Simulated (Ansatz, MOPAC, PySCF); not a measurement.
Species: C$_{2}$H$_{3}$O, net charge 1, singlet state. SMILES: C1=C[OH+]1
Geometry: optimised at B3LYP-D3(BJ)/def2-TZVP (Ansatz, a quantum-chemistry and plane-wave program).

Unscaled harmonic wavenumbers (cm⁻¹) in rising order, each level at the stationary point that it reaches from this structure (no distance between atoms moves by over 0.3 Å); the order of modes can differ between levels, and a negative number is imaginary. B3LYP-D3(BJ)/def2-TZVP (PySCF, at the structure above): 293, 694, 730, 831, 987, 1009, 1015, 1262, 1837, 3276, 3356, 3563.

PM3 (MOPAC): 297, 774, 797, 839, 919, 980, 1027, 1194, 1893, 3097, 3153, 3648. Zero-point energy 26.6 against 27.0 kcal/mol; where all levels lie over 400 cm⁻¹, the wavenumbers are on average 1.002 times those of B3LYP-D3(BJ)/def2-TZVP.

HF/6-31G* (Ansatz): 289, 801, 862, 933, 1078, 1106, 1124, 1370, 2007, 3496, 3588, 3894. Zero-point energy 29.4 against 27.0 kcal/mol; where all levels lie over 400 cm⁻¹, the wavenumbers are on average 1.106 times those of B3LYP-D3(BJ)/def2-TZVP.
